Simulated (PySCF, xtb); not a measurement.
C₃H₇NSi, SMILES C#C[SiH2]CN. Other conformers were not sampled.

Harmonic wavenumbers (cm⁻¹) from xtb with GFN2-xTB at its own minimum, in rising order: 59, 113, 215, 227, 267, 326, 487, 565, 641, 652, 682, 684, 736, 758, 795, 955, 1083, 1101, 1246, 1334, 1488, 1577, 2202, 2205, 2257, 2815, 2960, 3350, 3371, 3404.

### Question
What does B3LYP-D3(BJ)/def2-SVP in PySCF give at its own minimum? (The exact figures need the calculation; the answer reports its results.)

### Answer
85, 137, 236, 250, 281, 378, 571, 601, 669, 721, 738, 744, 771, 845, 908, 951, 1081, 1107, 1260, 1340, 1462, 1640, 2146, 2220, 2241, 2931, 3044, 3455, 3486, 3562. Paired by order, the mean absolute difference is 51 cm⁻¹ and the zero-point energies are 55.1 and 57.0 kcal/mol.
